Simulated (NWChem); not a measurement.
# ZrNH2SCl; SMILES [Zr](=[S])([NH2])[Cl]

```xyz
6

Zr    -0.1768     0.1563     0.2169
S      1.4124     1.6624    -0.0701
Cl     0.2865    -2.1426    -0.2178
N     -1.9086     0.9201    -0.4562
H     -2.7493     0.3827    -0.6705
H     -2.0430     1.8730    -0.7911
```
Atoms are numbered in this order, from 1.

Level: PBE0/def2-SVP with def2 effective core potentials on Zr (NWChem), optimised geometry, unscaled harmonic frequencies. def2 effective core potentials on Zr; no spin-orbit coupling.

| frequency (cm⁻¹) | IR intensity (km/mol) |
|---|---|
| 61 | 16.5 |
| 105 | 4.2 |
| 156 | 2.6 |
| 378 | 48.2 |
| 435 | 9.1 |
| 479 | 4.7 |
| 561 | 107.6 |
| 616 | 205.7 |
| 667 | 103.9 |
| 1498 | 42.4 |
| 3549 | 83.8 |
| 3645 | 38.6 |

The zero-point energy comes out as 17.4 kcal/mol. The thermal correction to the enthalpy at 298.15 K (with zero-point energy) is 21.9 kcal/mol, the heat capacity Cv comes out as 19.1 cal/(mol K) and the entropy at 298.15 K and 1 atm (symmetry number 1) is 83.6 cal/(mol K).

Rigid rotor and harmonic oscillator; modes under 100 cm⁻¹ make the entropy uncertain.
